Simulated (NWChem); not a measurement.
Species: WF$_{5}$ cation; SMILES [F][W+]([F])([F])([F])[F]

The spin multiplicity was typed, not searched, and may not be the lowest. def2 effective core potentials on W; no spin-orbit coupling.

**Question.** Give the equilibrium geometry at PBE0/def2-SVP with def2 effective core potentials on W (NWChem) as an XYZ file, with the point group.

**Answer.** point group D3h; any orientation.
```
6

W      0.0000     0.0000     0.0000
F      0.0000     0.0000    -1.8116
F      0.0000     0.0000     1.8116
F      1.7254    -0.4623     0.0000
F     -0.4623     1.7254     0.0000
F     -1.2631    -1.2631     0.0000
```
